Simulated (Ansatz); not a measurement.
A made-up structure of ZnH₂Se, closed shell:

Zn1  (0.027, -0.874, 0.373)
Se2  (-1.068, 1.083, -0.887)
H3  (0.743, -2.193, 1.212)
H4  (0.298, 1.983, -0.698)
(Å)

It is relaxed with PBE-D4/def2-SVP and then PBE0-D4/def2-TZVP (Ansatz 0.2.0). Atoms count as bonded within 1.22 times the sum of their covalent radii (H–H: 0.88 Å). The end point is not checked to be a true minimum.

Task: Does its bonding change? (A judgement: the text doesn't fix the answer.)

Result: The calculation gives: No: no bond forms or breaks.

Where it ends: The first stage lowers the energy by 0.62 eV in 4 steps. It ends as ZnH₂Se ([ZnH][SeH]):
```xyz
4
angstrom
Zn 0.0247 -0.7803 0.3330
Se -0.9533 0.9667 -0.7917
H 0.6629 -1.9582 1.0826
H 0.2658 1.7717 -0.6239
```

Labels in which every atom is bracketed show which atoms are joined, not bond orders.

For scale, one of the runs: PBE0-D4/def2-TZVP relaxation, 108 basis functions, launched by `ansatz run in.yaml --threads 2 --pin off --events-out ev --progress --plain --max-ram 4352MiB`. The run took about 12 s on 2 CPU threads of an Arm Neoverse V2 (shared host).
